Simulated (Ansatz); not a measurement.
Geometry optimisation, RHF/def2-SVP (Ansatz 0.2.0).

Input:

```yaml
crystal:
  periodic: [false, false, false]
  atoms:
    - { symbol: Sn, position_ang: [0.0, 0.0, 0.0] }
    - { symbol: H, position_ang: [0.0, 0.0, 2.09] }
    - { symbol: Cl, position_ang: [2.2726, 0.0, -0.8025] }
    - { symbol: Cl, position_ang: [-1.1351, 1.9666, -0.8025] }
    - { symbol: Cl, position_ang: [-1.1351, -1.9666, -0.8025] }
    - { symbol: "N", position_ang: [-2.2776, 0.0, 0.7568] }
    - { symbol: H, position_ang: [-2.9976, -0.6071, 0.2705] }
    - { symbol: Si, position_ang: [-2.7684, 1.0424, 2.1656] }
    - { symbol: H, position_ang: [-3.4362, 0.2206, 3.1707] }
    - { symbol: H, position_ang: [-1.5821, 1.6591, 2.7522] }
    - { symbol: H, position_ang: [-3.681, 2.0851, 1.7058] }
    - { symbol: H, position_ang: [-1.0919, 0.0, 1.9721] }
basis:
  gaussian: { orbitals: def2-SVP }
hamiltonian:
  xc: hf
relax:
  f_tol: 0.15
  max_steps: 25
  restrain:
    - { distance: [0, 5], at: 3.3, k: 30.0 }
    - { distance: [11, 1], at: 1.86, k: 30.0 }
    - { distance: [0, 1], at: 1.74, k: 30.0 }
    - { distance: [11, 5], at: 1.06, k: 30.0 }
output:
  orbitals: {}
```

Run as:

```bash
$ ansatz run input.yaml --threads 4 --pin off --max-ram 5120MiB --backend cpu --events-out ev --progress --plain --runs-dir out
```

Task: Where does it end, and by what steps?

Result: The run converged. The restraints hold the end off the free minimum; the threshold counts their pulls, which the force column leaves out. Restrained pairs: Sn1–N6 (2.40 → 3.30 Å), H2–H12 (1.10 → 1.88 Å), Sn1–H2 (2.09 → 1.72 Å), N6–H12 (1.70 → 1.03 Å). After 13 steps the energy has fallen by 6.401 eV (the restraints' own energy left out); Cl5 moved furthest, 1.00 Å.

```tsv
step	energy less start (eV)	largest force component (eV/Å)	accepted
0	0.0000	3.670	yes
1	-0.6651	3.488	yes
2	-1.9345	4.531	yes
3	-3.4285	5.012	yes
4	-5.1062	2.503	yes
5	-5.7203	2.405	yes
6	-6.0211	2.568	yes
7	-6.2295	1.925	yes
8	-6.3437	1.495	yes
9	-6.3827	1.386	yes
10	-6.3868	1.390	no
11	-6.3894	1.312	yes
12	-6.3904	1.318	yes
13	-6.4009	1.325	yes
```

```xyz
12
Properties=species:S:1:pos:R:3
Sn 0.352 -0.001 -0.298
H 0.228 -0.418 1.367
Cl 2.580 -0.117 -0.978
Cl -0.358 2.157 -0.787
Cl -0.818 -1.510 -1.632
N -2.372 -0.179 1.553
H -2.952 -0.891 1.147
Si -3.093 1.186 2.360
H -3.891 0.826 3.561
H -1.982 2.063 2.791
H -3.987 1.886 1.415
H -1.538 -0.603 1.976
```

Time of the run: 31 s on 4 threads of Arm Neoverse V2 (shared host), peak memory 0.47 GiB.
